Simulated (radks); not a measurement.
Results of a calculation; reference values are marked as such.
Task: All-electron atom: N in [He] 2s2 2p3 (the NIST ground configuration). Code: a radial shooting solver on a logarithmic mesh with Libxc functionals. Model: scalar-relativistic Kohn-Sham, PBE, spin-unpolarised, spherical densities, finite nucleus; Fermi nuclear charge, rms radius 2.5582 fm. Some entries of the table are withheld. Estimate them.

| orbital | occ. | eigenvalue (eV) | <1/r> (bohr^-1) |
|---|---|---|---|
| 1s | 2 | -384.7206 | (1) |
| 2s | 2 | -18.5828 | (2) |
| 2p | 3 | (3) | (4) |

Result: 
(1) 1s <1/r> (bohr^-1): 6.641
(2) 2s <1/r> (bohr^-1): 1.103
(3) 2p eigenvalue (eV): -7.0899
(4) 2p <1/r> (bohr^-1): 0.9378
